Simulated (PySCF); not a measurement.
2-pyridinecarboxaldehyde, C6H5NO

Geometry:
```
atom   x (Å)   y (Å)   z (Å)
  O1   3.059   0.669   0.196
  C2   2.339  -0.276   0.001
  C3   0.851  -0.206   0.008
  C4   0.206   1.010   0.249
  C5  -1.184   1.024   0.246
  C6  -1.861  -0.170   0.003
  C7  -1.117  -1.331  -0.227
  N8   0.210  -1.353  -0.225
  H9   2.728  -1.304  -0.204
 H10   0.808   1.902   0.431
 H11  -1.735   1.950   0.429
 H12  -2.952  -0.208  -0.010
 H13  -1.625  -2.282  -0.420
```

Computed with TDDFT CAM-B3LYP/aug-cc-pVDZ excited states, vertical, gas phase in PySCF. Geometry: PBE0-D3(BJ)/def2-SVP.

(1) How strongly do the lowest singlets absorb one photon, and two photons of half the energy?

Answers

(1) δ for parallel linear polarisation; σ at the peak of a Lorentzian of half width 0.1 eV, single beam; Ω is circular over linear.
| state | E (eV) | f | photon λ (nm) | δ (au) | σ (GM) | Ω | main |
| --- | --- | --- | --- | --- | --- | --- | --- |
| S1 | 3.70 | 0.000 | 670 | 0.16 | 0.00 | 1.50 | HOMO→LUMO 0.84 |
| S2 | 4.66 | 0.001 | 532 | 0.23 | 0.00 | 1.50 | HOMO−2→LUMO 0.84 |
| S3 | 5.19 | 0.128 | 478 | 35.5 | 0.35 | 0.91 | HOMO−1→LUMO 0.65, HOMO−3→LUMO 0.14 |
| S4 | 5.33 | 0.002 | 465 | 0.35 | 0.00 | 1.50 | HOMO−2→LUMO+1 0.46, HOMO→LUMO+1 0.46 |
| S5 | 5.67 | 0.102 | 437 | 148 | 1.74 | 0.81 | HOMO−1→LUMO+1 0.37, HOMO−3→LUMO 0.32 |
| S6 | 6.32 | 0.000 | 392 | 0.27 | 0.00 | 1.50 | HOMO→LUMO+1 0.49, HOMO−2→LUMO+1 0.45 |

Among these, the strongest one-photon state is S3, the strongest two-photon state S5, with a dipole change of 1.9 D (relaxed, norm of the difference vector).
